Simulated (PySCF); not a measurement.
Molecule: SMILES [SiH3]C([SiH3])[SiH3], CH₁₀Si₃.

Atom-mapped SMILES (the numbers label the heavy atoms): `[SiH3:1][CH:2]([SiH3:3])[SiH3:4]`. Hydrogens are named by the atom that carries them.

Geometry PBE0-D3(BJ)/def2-SVP throughout; GIAO in PySCF 2.14.0 with density-fitted response routines, gas phase, one conformer, non-relativistic; equivalent atoms averaged; functional PBE0.

For orientation, IGLO-III gives these absolute shieldings σ: Si1/Si3/Si4 408.9, C2 204.1, H(Si1)/H(Si3)/H(Si4) 27.11, H(C2) 31.91 ppm.

A run gave: Si1/Si3/Si4 473.7, C2 215.8, H(Si1)/H(Si3)/H(Si4) 27.19, H(C2) 31.92 ppm (absolute shieldings σ).

Which basis set was used in that run?
A. aug-cc-pVDZ
B. pcSseg-0
C. pcSseg-2
D. pcSseg-1

Answers

A. Si1/Si3/Si4 tells them apart best: aug-cc-pVDZ gives 473.7, pcSseg-1 gives 413.7, pcSseg-2 gives 403.2, pcSseg-0 gives 451.6 ppm.
